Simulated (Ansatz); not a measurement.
Relaxation of CHISSi (5 atoms, charge 0, multiplicity 1), to a largest force component of 0.015 eV/Å in at most 40 steps.

These are results of RKS PBE-D4/def2-SVP in Ansatz 0.2.0, not measurements.

```xyz
5
Properties=species:S:1:pos:R:3
S 1.332 1.669 0.754
Si 0.239 -0.064 0.150
C -0.279 -1.308 -0.916
I 0.387 -1.527 -2.924
H 0.377 2.535 0.414
```

Problem. Where does it end, and by what steps?

Solution. The run converged. After 19 steps the energy has fallen by 1.576 eV; Si2 moved furthest, 1.43 Å.

```
step  energy less start (eV)  largest force component (eV/Å)  accepted
   0                  0.0000                           1.248       yes
   1                 -0.4232                           0.714       yes
   2                 -0.5145                           0.695       yes
   3                 -0.5714                           0.528       yes
   4                 -0.6953                           0.960       yes
   5                 -0.8851                           1.173       yes
   6                 -1.1405                           0.998       yes
   7                 -1.3436                           0.567       yes
   8                 -1.4532                           0.370       yes
   9                 -1.4712                           1.052       yes
  10                 -1.3851                           2.249        no
  11                 -1.5384                           0.123       yes
  12                 -1.5568                           0.227       yes
  13                 -1.5651                           0.517       yes
  14                 -1.5588                           0.229        no
  15                 -1.5746                           0.105       yes
  16                 -1.5720                           0.183        no
  17                 -1.5762                           0.086       yes
  18                 -1.5754                           0.121        no
  19                 -1.5765                           0.004       yes
```

```xyz
5
Properties=species:S:1:pos:R:3
S 0.476 1.258 1.166
Si 0.581 0.782 -0.945
C 0.224 -0.857 -1.257
I -0.032 -2.444 -2.448
H 0.807 2.565 0.962
```

Time of the run: 17 s on 1 thread of AMD EPYC 9R45 96-Core Processor (Zen 5) (shared host), peak memory 0.16 GiB.
